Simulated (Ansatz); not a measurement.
**A geometry optimisation of C5H9BO with B3LYP/def2-SVP**

The starting geometry of this gas-phase singlet was optimised with GFN2-xTB; its bonds are those of `B[C@@H]1CC[C@H]1C=O`.

```yaml
atoms:
  - { symbol: C, position_ang: [0.6609, 0.7161, -0.3550] }
  - { symbol: C, position_ang: [0.7609, -0.0137, -1.7133] }
  - { symbol: C, position_ang: [-0.0546, 1.1098, -2.3637] }
  - { symbol: C, position_ang: [0.0380, 1.9524, -1.0779] }
  - { symbol: C, position_ang: [-1.2521, 2.3941, -0.4819] }
  - { symbol: B, position_ang: [1.9087, 0.9007, 0.5683] }
  - { symbol: O, position_ang: [-1.4621, 3.4578, 0.0324] }
  - { symbol: H, position_ang: [2.7035, 0.0476, 0.6380] }
  - { symbol: H, position_ang: [2.0262, 1.8731, 1.2038] }
  - { symbol: H, position_ang: [-0.1105, 0.2397, 0.2643] }
  - { symbol: H, position_ang: [1.7812, -0.0741, -2.0860] }
  - { symbol: H, position_ang: [0.3152, -1.0055, -1.7540] }
  - { symbol: H, position_ang: [0.3895, 1.5703, -3.2432] }
  - { symbol: H, position_ang: [-1.0777, 0.8182, -2.5980] }
  - { symbol: H, position_ang: [0.7261, 2.7951, -1.1465] }
  - { symbol: H, position_ang: [-2.0440, 1.6149, -0.5219] }
```

**Question.** Predict what it relaxes into with B3LYP/def2-SVP.

**Answer.** It keeps its bonds, and is `B[C@@H]1CC[C@H]1C=O`.

The energy falls by 0.10 eV over 15 steps:

```tsv
step	E − E(last) (eV)
1	0.102
3	0.018
4	0.010
6	0.004
7	0.002
9	0.001
10	0.000
12	0.000
13	0.000
15	0.000
```

Final geometry (Å):

```yaml
atoms:
  - { symbol: C, position_ang: [0.6887, 0.6991, -0.3866] }
  - { symbol: C, position_ang: [0.8407, 0.0096, -1.7761] }
  - { symbol: C, position_ang: [-0.1217, 1.0652, -2.3710] }
  - { symbol: C, position_ang: [0.0393, 1.9454, -1.0967] }
  - { symbol: C, position_ang: [-1.2162, 2.4886, -0.4721] }
  - { symbol: B, position_ang: [1.8480, 0.8474, 0.6402] }
  - { symbol: O, position_ang: [-1.3844, 3.6241, -0.1065] }
  - { symbol: H, position_ang: [2.6946, -0.0109, 0.7346] }
  - { symbol: H, position_ang: [1.8911, 1.7958, 1.3878] }
  - { symbol: H, position_ang: [-0.0964, 0.1724, 0.2056] }
  - { symbol: H, position_ang: [1.8634, 0.0961, -2.1756] }
  - { symbol: H, position_ang: [0.5339, -1.0448, -1.8487] }
  - { symbol: H, position_ang: [0.1599, 1.5363, -3.3244] }
  - { symbol: H, position_ang: [-1.1503, 0.6789, -2.4657] }
  - { symbol: H, position_ang: [0.7496, 2.7754, -1.2284] }
  - { symbol: H, position_ang: [-2.0311, 1.7182, -0.3507] }
```

No frequencies were run, so the end isn't proven a minimum. Run with Ansatz 0.2.0, 71 s on 2 threads of Arm Neoverse V2 (shared host).
